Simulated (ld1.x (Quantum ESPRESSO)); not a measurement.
An all-electron radial function and its pseudo partner (Mg (Z = 12))

Columns: radius, all-electron u(r) and pseudo u(r) of the 2p shell (level -48.76 eV) of magnesium in the configuration [He] 2s2 2p6 3s1 3p1; LDA (PZ), scalar-relativistic, RRKJ scheme, ld1.x (Quantum ESPRESSO) 7.5.

```tsv
r (bohr)	all-electron	pseudo
0.042	0.0737	0.0400
0.085	0.2363	0.1563
0.128	0.4243	0.3279
0.170	0.6013	0.5212
0.212	0.7569	0.7120
0.255	0.8880	0.8814
0.298	0.9896	1.0106
0.340	1.0619	1.0947
0.382	1.1104	1.1420
0.425	1.1390	1.1615
0.467	1.1497	1.1620
0.510	1.1463	1.1507
0.552	1.1318	1.1326
0.595	1.1080	1.1080
0.638	1.0773	1.0773
0.680	1.0424	1.0424
0.722	1.0040	1.0040
0.765	0.9623	0.9623
0.807	0.9202	0.9202
0.850	0.8763	0.8763
0.892	0.8333	0.8333
0.935	0.7897	0.7897
0.977	0.7478	0.7478
1.020	0.7059	0.7059
1.062	0.6663	0.6663
1.105	0.6271	0.6271
```

Q: How many radial nodes do the two functions have?

A: The all-electron 2p function has n − l − 1 = 0; the pseudo-wave has 0.

Q: At about which radius was the pseudo-wave matched?

A: 0.60 bohr, where the columns begin to agree (steps of 0.04 bohr).

Q: Is the pseudo-wave norm-conserving?

A: Yes: the RRKJ scheme keeps the norm inside the radius equal to the all-electron one, which fixes the energy derivative of the logarithmic derivative at the level.
